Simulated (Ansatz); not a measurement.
BBrClH$_{2}$N, SMILES `NB(Cl)Br`. Charge 0, multiplicity 1. The structure was optimised at the PBE0-D4/def2-TZVP level. It is one conformer, not always the lowest.

```xyz
6

N     0.434   -0.451   -0.531
B    -0.278    0.286    0.396
Cl   -0.087   -0.016    2.116
Br   -1.493    1.657   -0.199
H     0.347   -0.302   -1.521
H     1.078   -1.175   -0.260
```

Question: What is the dipole moment at PBE/def2-TZVPP? (An estimate is asked.)

Answer: The calculation gave: 2.79 D, with components (1.51, -1.58, -1.73) D in this frame, pointing from negative to positive charge.

Question: And with r2SCAN, B3LYP, ωB97M-V? (Estimate.)

Answer: The calculation gave: r2SCAN 2.84 D, B3LYP 2.80 D, ωB97M-V 2.82 D.

Question: Give the Mulliken charges with PBE, B3LYP, ωB97M-V in def2-TZVPP. (Best estimate.)

Answer: Computed: 
```json
{"atom": "N1", "PBE": "-0.21", "B3LYP": "-0.21", "ωB97M-V": "-0.16"}
{"atom": "B2", "PBE": "0.12", "B3LYP": "0.16", "ωB97M-V": "0.11"}
{"atom": "Cl3", "PBE": "-0.15", "B3LYP": "-0.16", "ωB97M-V": "-0.13"}
{"atom": "Br4", "PBE": "-0.12", "B3LYP": "-0.14", "ωB97M-V": "-0.11"}
{"atom": "H5", "PBE": "0.18", "B3LYP": "0.17", "ωB97M-V": "0.15"}
{"atom": "H6", "PBE": "0.18", "B3LYP": "0.17", "ωB97M-V": "0.14"}
```

B3LYP here is the variant with VWN-RPA as its local correlation; programs differ in this.
